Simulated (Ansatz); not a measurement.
The cluster CdB9, 10 atoms. Hardware: 6 threads of AMD EPYC on a shared host.

In the def2 sets Cd takes a core potential; there is no spin–orbit coupling. Correlated methods freeze 9 core orbitals; core or outer-core shells of Cd are correlated, in sets that lack core-valence functions.

**Question.** How many basis functions does each of these Ansatz runs have, and roughly what does it cost? MP2/def2-TZVP, charge 0 doublet, energy, from earlier orbitals; PBE0-D4/def2-TZVP, charge -1 singlet at the geometry of the charge 0 doublet, energy; ωB97M-V/def2-TZVP, charge 0 doublet, energy, from earlier orbitals; B97M-V/def2-TZVP, charge -1 triplet at the geometry of the charge 0 doublet, energy, from earlier orbitals; PBE-D4/def2-SVP, charge 0 doublet, relaxation, 17 steps; PBE0-D4/def2-TZVP, charge 1 singlet at the geometry of the charge 0 doublet, energy; PBE0-D4/def2-TZVP, charge 1 triplet at the geometry of the charge 0 doublet, energy; r2SCAN-D4/def2-TZVP, charge 0 doublet, energy, from earlier orbitals; B97M-V/def2-TZVP, charge 1 singlet at the geometry of the charge 0 doublet, energy, from earlier orbitals; PBE0-D4/def2-TZVP, charge 1 singlet, energy, from earlier orbitals; PBE-D4/def2-SVP, charge 1 singlet, relaxation, 18 steps; PBE-D4/def2-TZVP, charge 0 doublet, energy and forces, from earlier orbitals.

**Answer.** Other jobs shared the machine, so times can vary by a factor of up to 3. A dash marks memory too small to be measured apart from the calling script's.

```json
{"run": "PBE-D4/def2-TZVP, charge 0 doublet, energy and forces, from earlier orbitals", "functions": "319", "fitting or Cholesky vectors": "1890", "wall time": "11 s", "peak host memory (GiB)": "0.71"}
{"run": "PBE0-D4/def2-TZVP, charge 1 singlet at the geometry of the charge 0 doublet, energy", "functions": "319", "fitting or Cholesky vectors": "1941", "wall time": "12 s", "peak host memory (GiB)": "1.2"}
{"run": "PBE0-D4/def2-TZVP, charge 1 singlet, energy, from earlier orbitals", "functions": "319", "fitting or Cholesky vectors": "1941", "wall time": "12 s", "peak host memory (GiB)": "1.2"}
{"run": "PBE0-D4/def2-TZVP, charge -1 singlet at the geometry of the charge 0 doublet, energy", "functions": "319", "fitting or Cholesky vectors": "1941", "wall time": "14 s", "peak host memory (GiB)": "1.2"}
{"run": "B97M-V/def2-TZVP, charge 1 singlet at the geometry of the charge 0 doublet, energy, from earlier orbitals", "functions": "319", "fitting or Cholesky vectors": "1890", "wall time": "18 s", "peak host memory (GiB)": "0.76"}
{"run": "r2SCAN-D4/def2-TZVP, charge 0 doublet, energy, from earlier orbitals", "functions": "319", "fitting or Cholesky vectors": "1890", "wall time": "23 s", "peak host memory (GiB)": "0.82"}
{"run": "B97M-V/def2-TZVP, charge -1 triplet at the geometry of the charge 0 doublet, energy, from earlier orbitals", "functions": "319", "fitting or Cholesky vectors": "1890", "wall time": "33 s", "peak host memory (GiB)": "1.1"}
{"run": "MP2/def2-TZVP, charge 0 doublet, energy, from earlier orbitals", "functions": "319", "fitting or Cholesky vectors": "2118", "wall time": "35 s", "peak host memory (GiB)": "1.6"}
{"run": "PBE-D4/def2-SVP, charge 1 singlet, relaxation, 18 steps", "functions": "157", "fitting or Cholesky vectors": "1694", "wall time": "47 s", "peak host memory (GiB)": "–"}
{"run": "PBE-D4/def2-SVP, charge 0 doublet, relaxation, 17 steps", "functions": "157", "fitting or Cholesky vectors": "1694", "wall time": "53 s", "peak host memory (GiB)": "–"}
{"run": "ωB97M-V/def2-TZVP, charge 0 doublet, energy, from earlier orbitals", "functions": "319", "fitting or Cholesky vectors": "1890", "wall time": "53 s", "peak host memory (GiB)": "1.9"}
{"run": "PBE0-D4/def2-TZVP, charge 1 triplet at the geometry of the charge 0 doublet, energy", "functions": "319", "fitting or Cholesky vectors": "1941", "wall time": "59 s", "peak host memory (GiB)": "2.3"}
```
